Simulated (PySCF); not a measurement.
## Atomic charges against the basis set

Species: C2H6Cl2Si.
Atom-mapped SMILES: `[Cl:1][CH2:2][SiH2:3][CH2:4][Cl:5]` (hydrogens: H6, H7 on C2; H8, H9 on Si3; H10, H11 on C4)

PBE0 throughout (PySCF), one geometry, spherical d and f functions. Geometry: PBE0-D3(BJ)/def2-SVP, one conformer, isolated molecule. Atoms taken as equivalent share a column and are averaged.

Mulliken charges (e):

| basis | functions | Cl1/Cl5 | C2/C4 | Si3 | H6/H7/H10/H11 | H8/H9 |
| --- | --- | --- | --- | --- | --- | --- |
| STO-3G | 43 | -0.164 | -0.283 | +0.660 | +0.108 | -0.099 |
| 6-31G | 69 | +0.011 | -0.824 | +0.787 | +0.252 | -0.083 |
| pcSseg-0 | 69 | -0.042 | -1.080 | +0.986 | +0.321 | -0.013 |
| 6-31G* | 94 | -0.059 | -0.666 | +0.571 | +0.243 | -0.048 |
| cc-pVDZ | 112 | -0.122 | -0.263 | +0.388 | +0.109 | -0.026 |
| def2-SVP | 112 | -0.162 | -0.279 | +0.508 | +0.117 | -0.047 |
| aug-cc-pVDZ | 181 | -0.136 | -0.051 | +0.261 | -0.111 | +0.279 |
| 6-311+G(2d,p) | 195 | +0.013 | -0.611 | +0.521 | +0.192 | -0.046 |
| def2-TZVP | 209 | -0.148 | -0.257 | +0.197 | +0.155 | -0.004 |
| cc-pVTZ | 246 | -0.154 | -0.225 | +0.270 | +0.128 | -0.012 |
| IGLO-III | 262 | -0.034 | -0.530 | +0.786 | +0.164 | -0.157 |

IAO charges (e):

```tsv
basis	functions	Cl1/Cl5	C2/C4	Si3	H6/H7/H10/H11	H8/H9
STO-3G	43	-0.077	-0.508	+0.771	+0.151	-0.103
6-31G	69	-0.096	-0.529	+0.654	+0.185	-0.071
pcSseg-0	69	-0.088	-0.546	+0.664	+0.185	-0.069
6-31G*	94	-0.096	-0.530	+0.766	+0.174	-0.106
cc-pVDZ	112	-0.098	-0.521	+0.760	+0.172	-0.106
def2-SVP	112	-0.090	-0.521	+0.778	+0.168	-0.113
aug-cc-pVDZ	181	-0.104	-0.524	+0.764	+0.175	-0.105
6-311+G(2d,p)	195	-0.099	-0.539	+0.794	+0.177	-0.113
def2-TZVP	209	-0.095	-0.543	+0.805	+0.176	-0.116
cc-pVTZ	246	-0.098	-0.539	+0.791	+0.177	-0.112
IGLO-III	262	-0.093	-0.543	+0.804	+0.176	-0.117
```

Hirshfeld charges (e):

```
        basis  functions  Cl1/Cl5   C2/C4     Si3  H6/H7/H10/H11   H8/H9
       STO-3G         43   -0.192  -0.003  +0.403         +0.031  -0.069
        6-31G         69   -0.086  -0.108  +0.299         +0.055  -0.065
     pcSseg-0         69   -0.073  -0.112  +0.328         +0.044  -0.067
       6-31G*         94   -0.089  -0.104  +0.297         +0.057  -0.069
      cc-pVDZ        112   -0.066  -0.119  +0.317         +0.050  -0.073
     def2-SVP        112   -0.057  -0.123  +0.320         +0.048  -0.076
  aug-cc-pVDZ        181   -0.051  -0.140  +0.320         +0.051  -0.071
6-311+G(2d,p)        195   -0.055  -0.136  +0.321         +0.051  -0.071
    def2-TZVP        209   -0.057  -0.134  +0.317         +0.052  -0.072
      cc-pVTZ        246   -0.059  -0.132  +0.318         +0.052  -0.072
     IGLO-III        262   -0.044  -0.140  +0.313         +0.049  -0.071
```

ESP-fitted charges (e):

| basis | functions | Cl1/Cl5 | C2/C4 | Si3 | H6/H7/H10/H11 | H8/H9 |
| --- | --- | --- | --- | --- | --- | --- |
| STO-3G | 43 | -0.208 | -0.177 | +0.454 | +0.116 | -0.073 |
| 6-31G | 69 | -0.166 | -0.373 | +0.498 | +0.191 | -0.092 |
| pcSseg-0 | 69 | -0.159 | -0.418 | +0.559 | +0.197 | -0.097 |
| 6-31G* | 94 | -0.119 | -0.489 | +0.544 | +0.216 | -0.097 |
| cc-pVDZ | 112 | -0.104 | -0.477 | +0.514 | +0.207 | -0.090 |
| def2-SVP | 112 | -0.098 | -0.456 | +0.502 | +0.198 | -0.093 |
| aug-cc-pVDZ | 181 | -0.103 | -0.521 | +0.551 | +0.222 | -0.096 |
| 6-311+G(2d,p) | 195 | -0.095 | -0.552 | +0.567 | +0.230 | -0.097 |
| def2-TZVP | 209 | -0.099 | -0.509 | +0.557 | +0.216 | -0.102 |
| cc-pVTZ | 246 | -0.102 | -0.497 | +0.544 | +0.213 | -0.099 |
| IGLO-III | 262 | -0.066 | -0.608 | +0.602 | +0.239 | -0.105 |

Some averages cover members that differ in this geometry, most widely: C2/C4, ESP-fitted in STO-3G -0.236 to -0.118; H6/H7/H10/H11, Mulliken in aug-cc-pVDZ -0.169 to -0.066; C2/C4, Mulliken in aug-cc-pVDZ -0.097 to -0.005; C2/C4, ESP-fitted in pcSseg-0 -0.459 to -0.377 e.

Task: Which scheme is steadiest as the basis changes?

Result: Largest range over the bases for any column: Hirshfeld 0.15 e, IAO 0.15 e, ESP-fitted 0.43 e, Mulliken 1.03 e. Hirshfeld and IAO charges move least and Mulliken charges most, counted in e. Without the minimal STO-3G basis the ranges are Hirshfeld 0.05, IAO 0.15, ESP-fitted 0.23, Mulliken 1.03 e.

Task: How much do the charges still move between the two largest bases, cc-pVTZ and IGLO-III?

Result: At most, over all atoms: Mulliken 0.516 e, IAO 0.013 e, Hirshfeld 0.017 e, ESP-fitted 0.130 e.

Task: What do the same runs give for the total energy, the frontier levels and the dipole moment?

Result: 
```json
{"basis": "STO-3G", "energy (Eh)": "-1274.9495", "HOMO (eV)": "-6.21", "LUMO (eV)": "4.18", "μ (D)": "2.50"}
{"basis": "6-31G", "energy (Eh)": "-1289.0496", "HOMO (eV)": "-8.05", "LUMO (eV)": "0.21", "μ (D)": "2.48"}
{"basis": "pcSseg-0", "energy (Eh)": "-1287.6115", "HOMO (eV)": "-8.17", "LUMO (eV)": "0.19", "μ (D)": "2.48"}
{"basis": "6-31G*", "energy (Eh)": "-1289.1337", "HOMO (eV)": "-7.97", "LUMO (eV)": "0.19", "μ (D)": "2.23"}
{"basis": "cc-pVDZ", "energy (Eh)": "-1289.2026", "HOMO (eV)": "-7.94", "LUMO (eV)": "0.26", "μ (D)": "2.05"}
{"basis": "def2-SVP", "energy (Eh)": "-1288.7534", "HOMO (eV)": "-7.87", "LUMO (eV)": "0.43", "μ (D)": "2.02"}
{"basis": "aug-cc-pVDZ", "energy (Eh)": "-1289.2149", "HOMO (eV)": "-8.06", "LUMO (eV)": "-0.44", "μ (D)": "2.10"}
{"basis": "6-311+G(2d,p)", "energy (Eh)": "-1289.2527", "HOMO (eV)": "-8.08", "LUMO (eV)": "-0.40", "μ (D)": "2.08"}
{"basis": "def2-TZVP", "energy (Eh)": "-1289.2622", "HOMO (eV)": "-8.01", "LUMO (eV)": "-0.05", "μ (D)": "2.05"}
{"basis": "cc-pVTZ", "energy (Eh)": "-1289.2765", "HOMO (eV)": "-8.02", "LUMO (eV)": "-0.02", "μ (D)": "2.06"}
{"basis": "IGLO-III", "energy (Eh)": "-1289.2566", "HOMO (eV)": "-7.95", "LUMO (eV)": "-0.04", "μ (D)": "1.92"}
```

The dipole is fixed by the density alone, so its range of 0.58 D shows that the density itself changes with the basis, not only its division among atoms.
